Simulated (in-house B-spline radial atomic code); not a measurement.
Successive ionisation energies of antimony; each step leads to the configuration of the next row (after the last: [He] 2s2 2p1/2(2) 2p3/2(2)). Dirac energy differences include first-order Breit, QED and recoil terms. NIST's values go from ground level to ground level; the uncertainty of those that are theory runs from under 0.1 % in few-electron ions to several per cent in heavy many-electron ones. Computed with a radial B-spline atomic code at the basis-set limit: Dirac-Hartree-Fock, jj configuration that fills j = l - 1/2 first, finite nuclei.

A number in brackets counts the electrons of a j subshell.

```json
{"ion": "Sb28+", "configuration": "[Ar] 3d3/2(4) 3d5/2(1)", "ionisation energy (eV)": "1600.1", "tabulated value (eV)": "1606", "tabulated kind": "tabulated theory", "computed minus tabulated (eV)": "-6", "highest orbital": "3d5/2", "largest mean radius (bohr)": "0.31242"}
{"ion": "Sb29+", "configuration": "[Ar] 3d3/2(4)", "ionisation energy (eV)": "1697.3", "tabulated value (eV)": "1698", "tabulated kind": "tabulated theory", "computed minus tabulated (eV)": "-1", "highest orbital": "3d3/2", "largest mean radius (bohr)": "0.31013"}
{"ion": "Sb30+", "configuration": "[Ar] 3d3/2(3)", "ionisation energy (eV)": "1781.0", "tabulated value (eV)": "1781", "tabulated kind": "tabulated theory", "computed minus tabulated (eV)": "0", "highest orbital": "3d3/2", "largest mean radius (bohr)": "0.30783"}
{"ion": "Sb31+", "configuration": "[Ar] 3d3/2(2)", "ionisation energy (eV)": "1866.3", "tabulated value (eV)": "1869", "tabulated kind": "tabulated theory", "computed minus tabulated (eV)": "-3", "highest orbital": "3d3/2", "largest mean radius (bohr)": "0.30554"}
{"ion": "Sb32+", "configuration": "[Ar] 3d3/2(1)", "ionisation energy (eV)": "1953.2", "tabulated value (eV)": "1954", "tabulated kind": "tabulated theory", "computed minus tabulated (eV)": "-1", "highest orbital": "3d3/2", "largest mean radius (bohr)": "0.30327"}
{"ion": "Sb33+", "configuration": "[Ne] 3s2 3p6", "ionisation energy (eV)": "2190.3", "tabulated value (eV)": "2190", "tabulated kind": "tabulated theory", "computed minus tabulated (eV)": "0", "highest orbital": "3p3/2", "largest mean radius (bohr)": "0.30103"}
{"ion": "Sb34+", "configuration": "[Ne] 3s2 3p1/2(2) 3p3/2(3)", "ionisation energy (eV)": "2268.5", "tabulated value (eV)": "2266", "tabulated kind": "tabulated theory", "computed minus tabulated (eV)": "3", "highest orbital": "3p3/2", "largest mean radius (bohr)": "0.2993"}
{"ion": "Sb35+", "configuration": "[Ne] 3s2 3p1/2(2) 3p3/2(2)", "ionisation energy (eV)": "2347.6", "tabulated value (eV)": "2349", "tabulated kind": "tabulated theory", "computed minus tabulated (eV)": "-1", "highest orbital": "3p3/2", "largest mean radius (bohr)": "0.2976"}
{"ion": "Sb36+", "configuration": "[Ne] 3s2 3p1/2(2) 3p3/2(1)", "ionisation energy (eV)": "2427.7", "tabulated value (eV)": "2428", "tabulated kind": "tabulated theory", "computed minus tabulated (eV)": "0", "highest orbital": "3p3/2", "largest mean radius (bohr)": "0.29591"}
{"ion": "Sb37+", "configuration": "[Ne] 3s2 3p1/2(2)", "ionisation energy (eV)": "2566.4", "tabulated value (eV)": "2567", "tabulated kind": "tabulated theory", "computed minus tabulated (eV)": "-1", "highest orbital": "3p1/2", "largest mean radius (bohr)": "0.29425"}
{"ion": "Sb38+", "configuration": "[Ne] 3s2 3p1/2(1)", "ionisation energy (eV)": "2653.4", "tabulated value (eV)": "2654", "tabulated kind": "tabulated theory", "computed minus tabulated (eV)": "-1", "highest orbital": "3p1/2", "largest mean radius (bohr)": "0.29256"}
{"ion": "Sb39+", "configuration": "[Ne] 3s2", "ionisation energy (eV)": "2814.9", "tabulated value (eV)": "2815", "tabulated kind": "tabulated theory", "computed minus tabulated (eV)": "0", "highest orbital": "3s1/2", "largest mean radius (bohr)": "0.29089"}
{"ion": "Sb40+", "configuration": "[Ne] 3s1", "ionisation energy (eV)": "2898.9", "tabulated value (eV)": "2900", "tabulated kind": "semi-empirical", "computed minus tabulated (eV)": "-1", "highest orbital": "3s1/2", "largest mean radius (bohr)": "0.28905"}
{"ion": "Sb41+", "configuration": "[He] 2s2 2p6", "ionisation energy (eV)": "6714.0", "tabulated value (eV)": "6714", "tabulated kind": "tabulated theory", "computed minus tabulated (eV)": "0", "highest orbital": "2p3/2", "largest mean radius (bohr)": "0.11958"}
{"ion": "Sb42+", "configuration": "[He] 2s2 2p1/2(2) 2p3/2(3)", "ionisation energy (eV)": "6936.5", "tabulated value (eV)": "6929", "tabulated kind": "tabulated theory", "computed minus tabulated (eV)": "7", "highest orbital": "2p3/2", "largest mean radius (bohr)": "0.11885"}
```

Q: Where is the largest jump?

A: From Sb40+ to Sb41+, by a factor of 2.32 (2898.9 to 6714 eV); the highest orbital goes from 3s1/2 to 2p3/2.
